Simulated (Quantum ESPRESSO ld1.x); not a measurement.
ld1.x (Quantum ESPRESSO 7.5) input

```
 &input
    atom='Se',
    iswitch=1,
    rel=1,
    lsd=1,
    dft='PZ',
    config='[Ar] 3d8 4s2 4p3',
    verbosity='high',
    prefix='ld1',
    max_out_wfc=37,
    file_charge='ld1.rho',
 /
```

Command: `OMP_NUM_THREADS=1 ld1.x < ld1.in > ld1.out`

Output:

```
     Program LD1 v.7.5 starts

     --------------------------- All-electron run ----------------------------

     scalar relativistic calculation

     atomic number is 34.00
     dft =PZ   lsd =1 sic =0 latt =0  beta=0.20 tr2=1.0E-14
     Exchange-correlation= PZ
                           (   1   1   0   0   0   0   0)
     mesh =2017 r(mesh) =  99.64755 a.u. xmin = -8.00 dx = 0.00800
     1 Ry =  13.60569312 eV, c = 137.03599908

     n l     nl                  e(Ry)          e(Ha)          e(eV)
     1 0     1S 1( 1.00)    -922.600122412    -461.300061206 -12552.6141408
     2 0     2S 1( 1.00)    -123.279351669     -61.639675834  -1677.3010272
     2 1     2P 1( 3.00)    -109.155014735     -54.577507368  -1485.1296333
     3 0     3S 1( 1.00)     -20.404346310     -10.202173155   -277.6152743
     3 1     3P 1( 3.00)     -15.963853777      -7.981926889   -217.1992956
     3 2     3D 1( 5.00)      -8.633882162      -4.316941081   -117.4699512
     4 0     4S 1( 1.00)      -4.261386894      -2.130693447    -57.9791224
     4 1     4P 1( 3.00)      -3.194708608      -1.597354304    -43.4662249
     1 0     1S 2( 1.00)    -922.573606090    -461.286803045 -12552.2533678
     2 0     2S 2( 1.00)    -123.104660665     -61.552330332  -1674.9242350
     2 1     2P 2( 3.00)    -109.010693348     -54.505346674  -1483.1660408
     3 0     3S 2( 1.00)     -20.146585364     -10.073292682   -274.1082579
     3 1     3P 2( 3.00)     -15.705387322      -7.852693661   -213.6826803
     3 2     3D 2( 3.00)      -8.361137489      -4.180568745   -113.7590708
     4 0     4S 2( 1.00)      -4.008300681      -2.004150341    -54.5357090
     4 1     4P 2( 0.00)      -2.955672981      -1.477836491    -40.2139796

     final scf error:  8.4E-15 reached in  29 iterations

     Etot =   -4839.987468 Ry,   -2419.993734 Ha,  -65851.384209 eV
     Total magnetization:    5.00 Bohr mag.

     Ekin =    4937.916724 Ry,    2468.958362 Ha,   67183.779617 eV
     Encl =  -11539.123375 Ry,   -5769.561688 Ha, -156997.771551 eV
     Eh   =    1925.772992 Ry,     962.886496 Ha,   26201.476350 eV
     Exc  =    -164.553809 Ry,     -82.276904 Ha,   -2238.868625 eV

     normalization and overlap integrals

     s(1S/1S) =  1.000000  <r> =   0.0441  <r2> =    0.0026  r(max) =   0.0289
     s(1S/2S) = -0.005679
     s(1S/3S) = -0.002221
     s(1S/4S) = -0.000848
     s(2S/2S) =  1.000000  <r> =   0.1963  <r2> =    0.0454  r(max) =   0.1643
     s(2S/3S) = -0.001309
     s(2S/4S) = -0.000486
     s(2P/2P) =  1.000000  <r> =   0.1713  <r2> =    0.0359  r(max) =   0.1313
     s(2P/3P) = -0.001065
     s(2P/4P) = -0.000361
     s(3S/3S) =  1.000000  <r> =   0.5650  <r2> =    0.3667  r(max) =   0.4994
     s(3S/4S) = -0.000298
     s(3P/3P) =  1.000000  <r> =   0.5751  <r2> =    0.3867  r(max) =   0.4954
     s(3P/4P) = -0.000239
     s(3D/3D) =  1.000000  <r> =   0.5863  <r2> =    0.4209  r(max) =   0.4394
     s(4S/4S) =  1.000000  <r> =   1.5216  <r2> =    2.6151  r(max) =   1.3575
     s(4P/4P) =  1.000000  <r> =   1.7077  <r2> =    3.3138  r(max) =   1.5063
     s(1S/1S) =  1.000000  <r> =   0.0441  <r2> =    0.0026  r(max) =   0.0289
     s(1S/2S) = -0.005683
     s(1S/3S) = -0.002214
     s(1S/4S) = -0.000844
     s(2S/2S) =  1.000000  <r> =   0.1961  <r2> =    0.0454  r(max) =   0.1643
     s(2S/3S) = -0.001307
     s(2S/4S) = -0.000484
     s(2P/2P) =  1.000000  <r> =   0.1712  <r2> =    0.0359  r(max) =   0.1313
     s(2P/3P) = -0.001062
     s(2P/4P) = -0.000356
     s(3S/3S) =  1.000000  <r> =   0.5658  <r2> =    0.3677  r(max) =   0.4994
     s(3S/4S) = -0.000296
     s(3P/3P) =  1.000000  <r> =   0.5761  <r2> =    0.3879  r(max) =   0.4954
     s(3P/4P) = -0.000235
     s(3D/3D) =  1.000000  <r> =   0.5881  <r2> =    0.4234  r(max) =   0.4394
     s(4S/4S) =  1.000000  <r> =   1.5336  <r2> =    2.6637  r(max) =   1.3575
     s(4P/4P) =  1.000000  <r> =   1.7383  <r2> =    3.4467  r(max) =   1.5184

     ------------------------ End of All-electron run ------------------------
```

Run on one thread of a shared host, so times are rough (Intel(R) Xeon(R) Processor @ 2.60GHz): 0.81 s of CPU time, 0.85 s wall, 29 iterations on 2017 mesh points.
